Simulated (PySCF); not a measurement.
Mg(Me) (CH₃Mg), SMILES [CH3][Mg+], charge +1. Geometry optimised at PBE-D3(BJ)/def2-TZVP. The spin state was assumed, not searched. The isomer is the one that the SMILES or the coordinates give; other isomers of the formula were not compared.

Method: PySCF with PBE-D3(BJ)/def2-TZVP.

Harmonic wavenumbers (cm⁻¹): 508, 646, 646, 1054, 1368, 1368, 2993, 3117, 3117. Rotational constants (GHz): 151.0, 11.32, 11.32; symmetry number 3.

Question: Work out the zero-point energy and the ideal-gas rigid-rotor harmonic-oscillator thermochemistry at 298.15 K and 1 atm.

Answer: ZPE = ½ Σ hcν = ½ × 14816 cm⁻¹ = 21.18 kcal/mol. H − E(el) = 23.89 kcal/mol. Entropy in cal/(mol K): translation 36.94, rotation 18.16, vibration 1.51, total 56.61. G − E(el) = 7.01 kcal/mol. Cp = 11.61 cal/(mol K).
